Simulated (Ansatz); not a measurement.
`[NH2][Al]([Cl])[Cl]` + H₂ → `[NH2][AlH][Cl]` + HCl at 298.15 K and 1 bar (hydrogenolysis of the Al–Cl bond).

Isolated molecules relaxed with PBE0-D4/def2-TZVP in Ansatz; ΔE leaves out vibrations. CBS: MP2 limit from def2 TZ/QZ plus the TZ coupled-cluster correction, frozen cores. This one scheme is used for every species. Each species was taken in one conformer, which may not be the lowest.

```tsv
species	CCSD(T)/CBS energy (Eh)	H − E (kJ/mol)	S (J/(mol·K))
`[NH2][Al]([Cl])[Cl]`	-1217.66844	94.5	322.9
H₂	-1.17544	35.1	130.4
`[NH2][AlH][Cl]`	-758.40905	104.9	293.9
HCl	-460.38127	26.6	186.8
```

H − E and S are ideal-gas, rigid-rotor, harmonic terms from PBE0-D4/def2-TZVP, for one conformer and one mirror image of each species. The MP2-based limit puts H₂ 0.8 mEh under its directly extrapolated value; such offsets cancel only in part. 1 Eh = 2625.50 kJ/mol, R = 8.31446 J/(mol·K).

**Question.** By hand: ΔE, ΔH, ΔS and ΔG.

**Answer.** ΔE = (-758.40905) + (-460.38127) − (-1217.66844) − (-1.17544) = 0.05356 Eh = 140.6 kJ/mol. Δ(H − E) = 104.9 + 26.6 − 94.5 − 35.1 = 1.9, so ΔH = 142.5 kJ/mol. ΔS = 293.9 + 186.8 − 322.9 − 130.4 = 27.4 J/(mol·K). ΔG = 142.5 − 298.15 × (27.4)/1000 = 134.3 kJ/mol.

**Question.** By hand: the equilibrium constant, and the temperature at which ΔG would vanish if ΔH and ΔS stayed fixed.

**Answer.** log₁₀ K = −ΔG/(RT ln 10) = -23.5. ΔG = 0 at ΔH/ΔS = 5201 K, far beyond where these terms or the molecules hold.

ΔH outweighs TΔS. A doubt of 5 kJ/mol in ΔE shifts log₁₀ K by 0.9 here. Other conformers and mirror images would add mixing entropy, several J/(mol·K) or more a flexible species. These are equilibria of isolated gas molecules and say nothing of rates. Largest T1 diagnostic: 0.009 (customary marks: 0.02 for closed shells, 0.045 for open ones).
